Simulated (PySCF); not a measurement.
Levels of Hg⁶⁹⁺ from EOM-EA-GCCSD

Reference: closed-shell Hg⁷⁰⁺, [Ne]; one electron is added. Calculated with PySCF 2.14, two-component X2C-1e with screened spin-orbit coupling, an even-tempered Gaussian basis (16 s from 14 bohr⁻², ratio 2.6; 14 p from 18 bohr⁻², ratio 2.6; 6 d from 19 bohr⁻², ratio 2.8; 3 f from 390 bohr⁻², ratio 2.8); frozen 1s2; the 50 highest virtual spinors dropped; of the others 52 kept and the rest restored at second order. No Breit or QED terms. Binding energies in eV.

| level | Koopmans | second order | EOM-CCSD |
| --- | --- | --- | --- |
| 3s1/2 | 8623.5 | 8624.4 | 8624.4 |
| 3p1/2 | 8442.6 | 8443.6 | 8443.6 |
| 3p3/2 | 7896.2 | 7897.1 | 7897.1 |
| 3d3/2 | 7686.5 | 7687.3 | 7687.3 |
| 3d5/2 | 7564.5 | 7565.2 | 7565.2 |

Electric-dipole lines between these computed levels:

| lower | upper | ΔE (eV) | vacuum wavelength (nm) |
| --- | --- | --- | --- |
| 3s1/2 | 3p1/2 | 180.76 | 6.859 |
| 3s1/2 | 3p3/2 | 727.30 | 1.705 |
| 3p1/2 | 3d3/2 | 756.34 | 1.639 |
| 3p3/2 | 3d3/2 | 209.81 | 5.909 |
| 3p3/2 | 3d5/2 | 331.92 | 3.735 |

For comparison, the ionisation energy of Hg⁶⁹⁺ is 8620 ± 50 eV (theoretical estimate listed by NIST; NIST Atomic Spectra Database, ionization energies).

Only part of the computed levels is shown.
